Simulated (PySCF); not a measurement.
**Polarisability and C₆ of Pb (lead, neutral)**

[Xe] 4f14 5d10 6s2 6p2, high-spin 3P determinant. All numbers are calculated (PySCF 2.14, a scalar-relativistic core potential, in aug-cc-pwCVDZ-PP with ECP60MDF (6s5p4d1f, 48 functions)). Coupled (time-dependent) response in atomic units; α is the mean over directions. A double-zeta set is small for polarisabilities.

```
 method  mean α (bohr³)         α xx, yy, zz  C₆ (like pair)  S(−4)
    UHF           61.75  46.05, 69.60, 69.60           729.4   1394
    PBE           67.11  47.35, 76.99, 76.99           779.9   1955
   PBE0           63.74  46.00, 72.60, 72.60           739.1   1645
LC-wPBE           58.75  43.55, 66.35, 66.35           674.5   1274
 M06-2X           58.18  43.19, 65.68, 65.68           655.2   1313
```

S(−4) is the Cauchy moment in α(ω) = α(0) + S(−4) ω² + …

Reference α: 47 ± 3 bohr³ (recommended; Schwerdtfeger and Nagle, table of static dipole polarizabilities (2023 update)). Published C₆: 534.0 (Gould and Bucko (2016)).

Spin-orbit coupling is absent.

α(iu) at PBE0:

```tsv
u (hartree)	α(iu) (bohr³)
0	63.74
0.0500	59.99
0.100	51.73
0.200	35.68
0.300	25.07
0.500	14.25
0.750	8.652
1.00	6.056
1.50	3.715
2.00	2.636
3.00	1.577
5.00	0.7414
```

The components differ because the open shell of this determinant is not spherical; for a pure term their mean is the scalar polarisability.

Energies and moments cover only the electrons outside the core potential. Spin-orbit coupling is strong in this species (close to jj coupling), so the high-spin LS determinant is a model state, not a physical level.
